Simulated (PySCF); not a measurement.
A PySCF script (with the pyscf-properties extension) for the NMR shieldings of SMILES C/C=C/[P@H](=S)CC(C)=O, C$_{6}$H$_{11}$OPS, on a PBE0-D3(BJ)/def2-SVP geometry:

```python
import basis_set_exchange as bse
import numpy as np
from pyscf import gto, dft
from pyscf.prop import nmr

atoms = """
C     3.891599   -0.124807    0.038772
C     2.497197    0.375262    0.167819
C     1.489608    0.090531   -0.664333
P    -0.159134    0.763525   -0.387208
S    -0.358338    1.942333    1.153538
C    -1.259362   -0.713510   -0.383094
C    -2.714287   -0.283643   -0.483121
C    -3.454817   -0.135776    0.811230
O    -3.192140   -0.029733   -1.562253
H     4.594338    0.720597   -0.045785
H     4.185721   -0.679071    0.945245
H     4.024457   -0.780552   -0.833101
H     2.271204    1.038402    1.015783
H     1.626751   -0.555934   -1.540202
H    -0.505801    1.325121   -1.648811
H    -1.029220   -1.262472    0.541902
H    -1.003772   -1.320580   -1.265040
H    -2.914491    0.606218    1.425332
H    -3.452126   -1.083382    1.372334
H    -4.483348    0.195680    0.624167
"""
names = dict.fromkeys(["C", "P", "S", "O", "H"], "pcSseg-1")
basis = {el: gto.basis.parse(bse.get_basis(n, elements=[el], fmt="nwchem")) for el, n in names.items()}
mol = gto.M(atom=atoms, basis=basis, charge=0, verbose=0)
mf = dft.RKS(mol, xc="PBE0")
mf.grids.level = 2
mf.grids.alignment = dft.numint.BLKSIZE   # the property module wants whole blocks of grid points
mf.conv_tol = 1e-9
mf.kernel()

calc = nmr.RKS(mf)   # GIAO
C = mf.mo_coeff
Co = C[:, mf.mo_occ > 0]
resp = mf.gen_response(singlet=True, hermi=2)
def vind(x):   # induced exchange potential for any number of trial vectors
    d = np.einsum("pi,xij,qj->xpq", C, 2 * x.reshape(-1, C.shape[1], Co.shape[1]), Co, optimize=True)
    return np.einsum("xpq,pi,qj->xij", resp(d - d.transpose(0, 2, 1)), C, Co, optimize=True).ravel()
mo1, _ = nmr.rhf.solve_mo1(calc, with_cphf=vind)
sigma = calc.kernel(mo1)
for i, s in enumerate(sigma):   # ppm
    w = np.linalg.eigvalsh((s + s.T) / 2)
    print("%2d %-2s iso %8.1f  s11 %8.1f  s22 %8.1f  s33 %8.1f" % (i, mol.atom_pure_symbol(i), w.mean(), *w))
```

Task: Give the expected output.

Result: 
```
 0 C  iso    161.5  s11    144.5  s22    157.0  s33    183.1
 1 C  iso     21.7  s11   -106.6  s22     -0.8  s33    172.6
 2 C  iso     57.5  s11    -43.0  s22     78.5  s33    137.1
 3 P  iso    321.8  s11    240.1  s22    265.3  s33    460.1
 4 S  iso    786.3  s11    654.5  s22    803.6  s33    901.0
 5 C  iso    133.7  s11    113.9  s22    136.3  s33    150.7
 6 C  iso    -19.6  s11   -111.9  s22    -46.5  s33     99.7
 7 C  iso    147.5  s11    121.3  s22    132.9  s33    188.2
 8 O  iso   -347.7  s11   -932.6  s22   -431.2  s33    320.8
 9 H  iso     29.1  s11     25.3  s22     26.8  s33     35.2
10 H  iso     29.2  s11     25.4  s22     27.0  s33     35.1
11 H  iso     29.2  s11     25.0  s22     28.9  s33     33.7
12 H  iso     24.1  s11     20.0  s22     20.9  s33     31.4
13 H  iso     25.5  s11     23.5  s22     24.3  s33     28.8
14 H  iso     24.1  s11     20.1  s22     21.0  s33     31.3
15 H  iso     28.9  s11     26.1  s22     29.6  s33     31.0
16 H  iso     28.8  s11     25.1  s22     28.1  s33     33.2
17 H  iso     28.0  s11     23.8  s22     27.6  s33     32.7
18 H  iso     29.1  s11     26.0  s22     28.1  s33     33.2
19 H  iso     29.2  s11     25.9  s22     26.7  s33     35.0
```

These numbers come from an equivalent density-fitted implementation of the same equations, which agrees with the script to about 0.01 ppm for H and up to a few tenths of a ppm for heavy atoms, so last digits may differ.

Task: Turn these shieldings into chemical shifts. Referencing at the same level of theory: TMS for 13C (σref 184.41) and 1H (σref 31.27); 31P (σref 310.13) against H3PO4; 33S (σref 495.66) vs CS2; H2O for 17O (σref 334.56).

Result: Averaging equivalent atoms: C 6: 204.0; C 1: 162.7; C 2: 126.9; C 5: 50.8; C 7: 36.9; C 0: 22.9; P 3: -11.7; S 4: -291; O 8: 682.2; H 12: 7.17; H 14: 7.13; H 13: 5.74; H 16: 2.49; H 17/18/19: 2.48; H 15: 2.39; H 9/10/11: 2.10 ppm. Unscaled 17O shifts of doubly bonded oxygen tend to come out too high, by tens of ppm or more. Experimental scales use liquid or dissolved standards, which lie at an offset from isolated H2O (liquid H2O: subtract about 36 ppm) and H3PO4.

Size and cost of the density-fitted run: 222 basis functions, 44 s wall time on 1 thread of an Arm Neoverse V2, shared host; peak memory 0.96 GiB.
